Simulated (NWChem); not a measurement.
CH$_{2}$ClF$_{3}$Si; SMILES FC(F)[Si@H](F)Cl

```xyz
8

F     -0.1615     2.2957    -0.5915
C      0.5825     1.2051    -0.2684
F      1.0496     1.3596     0.9915
Si    -0.5380    -0.3399    -0.3787
F     -1.6486    -0.2492     0.7870
Cl     0.6265    -1.9923    -0.0663
H      1.4499     1.1680    -0.9555
H     -1.2204    -0.4260    -1.6887
```
Atoms are numbered in this order, from 1.

Results from NWChem. All runs use the structure optimised with PBE0/def2-SVP.

**Question.** Order these by “dipole (D)”, lowest first: Hartree-Fock/pcseg-1; Hartree-Fock/aug-pcseg-1; Hartree-Fock/def2-SVP; Hartree-Fock/STO-3G; Hartree-Fock/pcseg-2.

**Answer.** Hartree-Fock/STO-3G (2.28), Hartree-Fock/aug-pcseg-1 (2.59), Hartree-Fock/pcseg-2 (2.69), Hartree-Fock/def2-SVP (2.78), Hartree-Fock/pcseg-1 (2.97)
